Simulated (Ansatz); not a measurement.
Gas-phase electronic energies from Ansatz, PBE0-D4/def2-TZVP geometries. CCSD(T)/CBS is the MP2 limit (def2-TZVPP, def2-QZVPP) plus CCSD(T) − MP2 in def2-TZVPP, frozen cores. This one scheme is used for every species. Functionals use def2-TZVPP. Each species was taken in one conformer, which may not be the lowest.

Consider the ligand exchange at the Al–S bond: `[OH][Al]([SH])[SH]` + CH₃OH → `C[O][Al]([OH])[SH]` + H₂S.

```csv
level,ΔE (kJ/mol)
LDA (SPW92),-14.0
BLYP-D4,-22.5
B97M-V,-16.6
LC-ωPBE,-15.7
HF/def2-SVP,-24.2
MP2/def2-SVP,-23.9
CCSD/def2-SVP,-25.4
SCS-MP2/def2-TZVPP,-22.1
```

Task: What does CCSD(T)/CBS give? (An estimate is asked.)

Result: Computed: -16.5 kJ/mol. The listed levels differ from it by 2.5, -6.0, -0.1, 0.8, -7.7, -7.4, -8.9, -5.6 kJ/mol.

Task: What do rigid-rotor, harmonic-oscillator terms from PBE0-D4/def2-TZVP frequencies (298.15 K, 1 bar) make of the CCSD(T)/CBS value? (An estimate is asked.)

Result: Ansatz gave: ΔZPE = -9.5 kJ/mol, ΔH = -23.9 kJ/mol, ΔS = -2 J/(mol·K), ΔG = -23.4 kJ/mol.

Largest T1 diagnostic among the species: 0.012.

Leaving LDA and LC-ωPBE aside and taking each functional with its dispersion term where it has one, the values, not all of them listed here, spread over 17.0 kJ/mol, from CAM-B3LYP-D4 to HSE06-D4. LDA lies −4.9 kJ/mol from PBE without D4. In def2-TZVPP, CCSD(T) changes the Hartree–Fock value by +4.3 kJ/mol (the triples alone add +1.8 kJ/mol) and MP2 by +5.5 kJ/mol.
